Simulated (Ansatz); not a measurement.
Species: sum formula SiN$_{2}$H$_{3}$F$_{2}$, charge -1, multiplicity 1. It need not be the lowest isomer of its formula. Whether it binds its extra electron was not tested at this geometry. 
Structure (B3LYP-D3(BJ)/def2-TZVP (Ansatz, a program for electronic structure) minimum search):
```xyz
8

Si    -0.1269     0.0834    -0.0075
F      0.5927    -0.4299    -1.4059
F     -0.5644    -1.3744     0.5777
N     -1.4025     1.0908    -0.0466
N      1.3008     0.5176     0.9275
H     -1.2415     2.0212    -0.4148
H      1.2742     1.4527     1.3038
H      2.2005     0.3377     0.5042
```
Charge -1, spin multiplicity 1.

Basis-set convergence of Hartree-Fock and MP2 correlation energies (hartree) with Ansatz. Cores are frozen in the correlated levels unless marked. No spin-orbit coupling. No relativistic terms. This anion needs diffuse functions, which these sets lack.

```json
[
 {"basis": "cc-pV(D+d)Z", "functions": "94", "E(HF)": "-598.64217", "E(corr, MP2)": "-0.81114"},
 {"basis": "cc-pV(T+d)Z", "functions": "201", "E(HF)": "-598.78756", "E(corr, MP2)": "-1.05928"},
 {"basis": "cc-pV(Q+d)Z", "functions": "374", "E(HF)": "-598.82524", "E(corr, MP2)": "-1.15164"},
 {"basis": "cc-pV(5+d)Z", "functions": "629", "E(HF)": "(withheld)", "E(corr, MP2)": "(withheld)"}
]
```

### Question
Fill in the missing entries.

### Answer

- cc-pV(5+d)Z, E(HF): -598.83431
- cc-pV(5+d)Z, E(corr, MP2): -1.19008
